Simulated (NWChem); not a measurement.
# SiH3O2F; SMILES O[SiH](O)F

```xyz
7

Si     0.0294    -0.0293     0.3588
O      0.4948    -1.5170    -0.1934
O     -1.5157     0.2727    -0.1831
F      0.9856     1.1671    -0.2213
H      0.1924    -0.0480     1.8349
H      0.2479    -1.7129    -1.1146
H     -1.7659     1.2104    -0.2484
```
Atoms are numbered in this order, from 1.

Program: NWChem. The geometry was optimised at PBE-D3(BJ)/def2-SVP. Level: PBE0/def2-SVP with SMD (1 M gas to 1 M solution), gas-phase geometry. Reactions with the solvent are ignored.

| solvent | dielectric constant | solvation free energy (kcal/mol) | cavity-dispersion-structure term (kcal/mol) | dipole in solution (D) |
|---|---|---|---|---|
| water | 78.4 | -8.1 | 2.7 | 1.94 |
| cyclohexane | 2.02 | (withheld) | -0.5 | (withheld) |
| acetone | 20.5 | -6.7 | -0.9 | 1.83 |
| cyclohexanone | 15.6 | -5.7 | -0.8 | 1.80 |

Task: Complete the blanks.

Result: 
- cyclohexane, solvation free energy (kcal/mol): -3.2
- cyclohexane, dipole in solution (D): 1.69
